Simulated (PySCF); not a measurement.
A side-by-side comparison of computed properties.

First species: C6H9ClOSi2.
Geometry (GFN2-xTB, Å), atoms numbered from 1 in this order:
```
atom  x, y, z in Å
Si1    3.1080   -0.1995   -0.0894
O2     1.7107    0.3917    0.4822
C3     0.4078    0.0384    0.3790
C4     0.0018   -1.0926    1.0043
C5    -1.3197   -1.6418    1.0677
C6    -2.4027   -1.1440    0.4493
Si7   -2.2749    0.3839   -0.6054
C8    -0.4702    0.9177   -0.3662
C9    -0.1181    2.0883   -0.9092
Cl10   1.4092    2.8724   -0.8600
H11    4.0435    0.5583    0.7255
H12    3.2130    0.0671   -1.5254
H13    3.1972   -1.6467    0.1169
H14    0.7732   -1.6414    1.5282
H15   -1.4089   -2.5387    1.6706
H16   -3.3475   -1.6540    0.5676
H17   -2.5231    0.1119   -2.0296
H18   -3.1643    1.4647   -0.1605
H19   -0.8446    2.6736   -1.4530
```

Second species: C6H9ClOSi2.
SMILES: `[SiH3]O[SiH2]C1=CC=C/C1=C\Cl`

Levels: PBE0/pcSseg-1 for dipole moment, HOMO energy, LUMO energy and HOMO–LUMO gap; GFN2-xTB for rotational constant A and rotational constant C. Geometries: GFN2-xTB. All species are isolated and taken at one optimised geometry, non-relativistic unless stated. Electronic properties by PySCF.

The conformers computed, where there is a choice (atom-mapped SMILES and torsion angles):
- `[SiH3:1][O:2][C:3]1=[CH:4][CH:5]=[CH:6][SiH2:7]/[C:8]1=[CH:9]/[Cl:10]`: Si1–O2–C3–C4 70°
- `[SiH3:1][O:2][SiH2:3][C:4]1=[CH:5][CH:6]=[CH:7]/[C:8]1=[CH:9]\[Cl:10]`: Si1–O2–Si3–C4 -49°, O2–Si3–C4–C5 138°

Values for the first species:

| Property | Result |
| --- | --- |
| Dipole moment | 1.26 D |
| HOMO energy | -6.13 eV |
| LUMO energy | -2.13 eV |
| HOMO–LUMO gap | 4.00 eV |
| Rotational constant A | 1.183 GHz |
| Rotational constant C | 0.443 GHz |

(1) Estimate the same properties for the second species, and the change in each.

## Answers

(1) 
| property | first | second | second less first |
| --- | --- | --- | --- |
| dipole moment | 1.26 D | 0.72 D | -0.54 D |
| HOMO energy | -6.13 eV | -6.74 eV | -0.61 eV |
| LUMO energy | -2.13 eV | -2.41 eV | -0.28 eV |
| HOMO–LUMO gap | 4.00 eV | 4.33 eV | +0.33 eV |
| rotational constant A | 1.183 GHz | 0.937 GHz | -0.246 GHz |
| rotational constant C | 0.443 GHz | 0.424 GHz | -0.019 GHz |

On the first: In atomic units the dipole is 0.50 e·bohr (1 au = 2.5417 D).

On the second: A dipole of 0.72 D is allowed in C1, and pure rotational transitions are dipole-allowed. The dipole matches unit charges of opposite sign 0.15 Å apart (1 e·Å = 4.8032 D).
